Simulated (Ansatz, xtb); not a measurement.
## Isomers of C4HClN2S in order of energy

7 gas-phase structures of C4HClN2S, from a drawn sample of its isomers (lower ones may exist). Each was relaxed with GFN2-xTB:

A. `N#Cc1scnc1Cl`, a singlet
B. `N#Cc1cc(Cl)sn1`, a singlet
C. `C#Cc1nc(Cl)ns1`, a singlet
D. `N#Cc1cnsc1Cl`, a singlet
E. `N#Cc1nc(Cl)cs1`, a singlet
F. `N#Cc1ncsc1Cl`, a singlet
G. `C#Cc1nsc(Cl)n1`, a singlet

Q: Which do you expect lowest at r2SCAN-D4/def2-SVP, and how would the others follow?

A: Calculated order at r2SCAN-D4/def2-SVP: A (0.0), E (9.7), F (17.9), D (32.7), B (40.3), C (148.5), G (159.7) kJ/mol.

Energies above the lowest of each column, in kJ/mol; the last columns are at PBE-D3(BJ)/def2-SVP geometries and were run for some of them only (a dash: not run or not comparable):

```
structure  GFN2-xTB  HF/STO-3G  r2SCAN-D4/def2-SVP  PBE-D3(BJ)/def2-SVP  CCSD(T)/def2-SVP + ΔMP2/def2-TZVPP
        A       0.0        0.0                 0.0                  0.0                                 0.0
        E       6.6        5.6                 9.7                  8.9                                 8.0
        F      12.4        7.4                17.9                 16.6                                12.5
        D      16.1       25.3                32.7                 29.6                                13.7
        B      22.0       29.0                40.3                 36.9                                19.0
        C      47.4      198.6               148.5                    –                                   –
        G      62.7      204.3               159.7                    –                                   –
```

Every level run on A puts it lowest or level with the lowest. Frequencies (GFN2-xTB) were run for A, B, D, E, F alone. The ΔMP2 step shifts differences by up to 17.4 kJ/mol, which makes them less sure. ΔMP2 is the change of the MP2 energy from the smaller to the larger basis.

Over these structures GFN2-xTB departs from r2SCAN-D4/def2-SVP by 36.9 kJ/mol on average once a common shift is removed. A GFN2-xTB relaxation took about 0.13 s and the r2SCAN-D4/def2-SVP energy about 2.4 s on a shared host (Ansatz 0.2.0, xtb 6.7.1).
